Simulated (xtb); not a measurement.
C₈H₁₂, charge +1, doublet, geometry from GFN2-xTB (a state made from the parent by changing its charge; the spin is typed, not shown lowest); GFN2-xTB run with xtb.

The xtb input:
```
$ xtb mol.xyz --gfn 2 --chrg 1 --uhf 1 --acc 1000 --json

# file mol.xyz
20

C     -0.65011825    -1.71950227    -0.13870389
C      0.69981445    -1.66478550    -0.13259833
C      1.51839289    -0.52755998    -0.58746850
C      1.51446175     0.52431201     0.60038176
C      0.70222400     1.66328401     0.13856792
C     -0.64759145     1.72089203     0.13317851
C     -1.55916207     0.61101322     0.48957889
C     -1.55624167    -0.60767685    -0.50284362
H     -1.12194807    -2.63715076     0.18642015
H      1.24616450    -2.48411509     0.31868750
H      1.11994412    -0.06699706    -1.49142236
H      2.54791253    -0.82708841    -0.77192978
H      2.54301248     0.82163639     0.79360587
H      1.10734435     0.06461179     1.50090569
H      1.25415074     2.48143743    -0.30804168
H     -1.11466908     2.63954602    -0.19594320
H     -1.28461412     0.21856272     1.47258104
H     -2.57901857     0.98774312     0.53679645
H     -1.27249307    -0.21582424    -1.48346866
H     -2.57646367    -0.98222197    -0.55874742
```

What the program printed (banner, timings and long lists left out):

```
   ID    Z sym.   atoms
    1    6 C      1-8
    2    1 H      9-20

           -------------------------------------------------
          |                Calculation Setup                |
           -------------------------------------------------

           -------------------------------------------------
          |                 G F N 2 - x T B                 |
           -------------------------------------------------

          ...................................................
          :                      SETUP                      :
          :.................................................:
          :  # basis functions                  44          :
          :  # atomic orbitals                  44          :
          :  # shells                           28          :
          :  # electrons                        43          :
          :  max. iterations                   250          :
          :  Hamiltonian                  GFN2-xTB          :
          :  restarted?                      false          :
          :  GBSA solvation                  false          :
          :  PC potential                    false          :
          :  electronic temp.          300.0000000     K    :
          :  accuracy                 1000.0000000          :
          :  -> integral cutoff          0.2000000E+02      :
          :  -> integral neglect         0.1000000E-04      :
          :  -> SCF convergence          0.1000000E-02 Eh   :
          :  -> wf. convergence          0.1000000E+00 e    :
          :  Broyden damping             0.4000000          :
          :  net charge                          1          :
          :  unpaired electrons                  1          :
          ...................................................

 iter      E             dE          RMSdq      gap      omega  full diag
   1    -23.0748773 -0.230749E+02  0.431E+00    4.06       0.0  T
   2    -23.1078670 -0.329896E-01  0.246E+00    3.89       1.0  T
   3    -23.1073919  0.475072E-03  0.667E-01    3.93       1.0  T
   4    -23.1084917 -0.109976E-02  0.193E-01    3.87       1.0  T
   5    -23.1091300 -0.638361E-03  0.732E-02    3.89       1.0  T

   *** convergence criteria satisfied after 5 iterations ***

         :::::::::::::::::::::::::::::::::::::::::::::::::::::
         ::                     SUMMARY                     ::
         :::::::::::::::::::::::::::::::::::::::::::::::::::::
         :: total energy             -22.721287565027 Eh    ::
         :: gradient norm              0.000617705455 Eh/a0 ::
         :: HOMO-LUMO gap              3.894017381178 eV    ::
         ::.................................................::
         :: SCC energy               -23.109055757883 Eh    ::
         :: -> isotropic ES            0.082383461194 Eh    ::
         :: -> anisotropic ES         -0.014989699873 Eh    ::
         :: -> anisotropic XC          0.020339301878 Eh    ::
         :: -> dispersion             -0.013704824854 Eh    ::
         :: repulsion energy           0.387768192856 Eh    ::
         :: add. restraining           0.000000000000 Eh    ::
         :: total charge               1.000000000130 e     ::
         :::::::::::::::::::::::::::::::::::::::::::::::::::::

           -------------------------------------------------
          |                Property Printout                |
           -------------------------------------------------

    * Orbital Energies and Occupations

         #    Occupation            Energy/Eh            Energy/eV
      -------------------------------------------------------------
         1        2.0000           -0.8289452             -22.5567
       ...           ...                  ...                  ...
        10        2.0000           -0.7023332             -19.1115
        11        2.0000           -0.6872189             -18.7002
        12        2.0000           -0.6793778             -18.4868
[...]

     #   Z          covCN         q      C6AA      α(0)
     1   6 C        2.888     0.002    27.974     8.671
     2   6 C        2.896     0.006    27.892     8.659
     3   6 C        3.806    -0.048    21.435     6.591
     4   6 C        3.806    -0.048    21.435     6.591
     5   6 C        2.896     0.006    27.892     8.659
     6   6 C        2.888     0.002    27.974     8.671
     7   6 C        3.800    -0.056    21.587     6.615
     8   6 C        3.800    -0.056    21.587     6.615
     9   1 H        0.925     0.098     1.806     2.102
    10   1 H        0.925     0.103     1.757     2.073
    11   1 H        0.925     0.085     1.928     2.171
    12   1 H        0.925     0.105     1.738     2.061
    13   1 H        0.925     0.105     1.738     2.061
    14   1 H        0.925     0.085     1.928     2.171
    15   1 H        0.925     0.103     1.757     2.073
    16   1 H        0.925     0.098     1.806     2.102
    17   1 H        0.924     0.109     1.703     2.041
    18   1 H        0.925     0.096     1.821     2.110
    19   1 H        0.924     0.109     1.703     2.041
    20   1 H        0.925     0.096     1.821     2.110

 Mol. C6AA /au·bohr⁶  :       3099.466194
 Mol. C8AA /au·bohr⁸  :      72313.544361
 Mol. α(0) /au        :         86.187701

Wiberg/Mayer (AO) data.
largest (>0.10) Wiberg bond orders for each atom

 ---------------------------------------------------------------------------
     #   Z sym  total        # sym  WBO       # sym  WBO       # sym  WBO
 ---------------------------------------------------------------------------
     1   6 C    3.948 --     2 C    1.679     8 C    1.091     9 H    0.957
     2   6 C    3.948 --     1 C    1.679     3 C    1.088    10 H    0.945
     3   6 C    3.972 --     2 C    1.088    11 H    0.960    12 H    0.954
                             4 C    0.835
     4   6 C    3.972 --     5 C    1.088    14 H    0.960    13 H    0.954
                             3 C    0.835
     5   6 C    3.948 --     6 C    1.679     4 C    1.088    15 H    0.945
     6   6 C    3.948 --     5 C    1.679     7 C    1.091    16 H    0.957
     7   6 C    3.981 --     6 C    1.091    18 H    0.969    17 H    0.917
                             8 C    0.891
     8   6 C    3.981 --     1 C    1.091    20 H    0.969    19 H    0.917
                             7 C    0.891
     9   1 H    0.990 --     1 C    0.957
    10   1 H    0.989 --     2 C    0.945
    11   1 H    0.993 --     3 C    0.960
    12   1 H    0.989 --     3 C    0.954
    13   1 H    0.989 --     4 C    0.954
    14   1 H    0.993 --     4 C    0.960
    15   1 H    0.989 --     5 C    0.945
    16   1 H    0.990 --     6 C    0.957
    17   1 H    0.987 --     7 C    0.917
    18   1 H    0.991 --     7 C    0.969
    19   1 H    0.987 --     8 C    0.917
    20   1 H    0.991 --     8 C    0.969
 ---------------------------------------------------------------------------

Topologies differ in total number of bonds
Writing topology from bond orders to xtbtopo.mol

molecular dipole:
                 x           y           z       tot (Debye)
 q only:        0.044      -0.000       0.000
   full:        0.077      -0.000       0.000       0.195
molecular quadrupole (traceless):
                xx          xy          yy          xz          yz          zz
 q only:        4.674      -0.002       2.854       0.052       0.037      -7.528
  q+dip:        6.550       0.007       2.796       0.065      -2.514      -9.345
   full:        4.640       0.001       2.873       0.051      -0.643      -7.513

           -------------------------------------------------
          | TOTAL ENERGY              -22.721287565027 Eh   |
          | GRADIENT NORM               0.000617705455 Eh/α |
          | HOMO-LUMO GAP               3.894017381178 eV   |
           -------------------------------------------------

normal termination of xtb
```
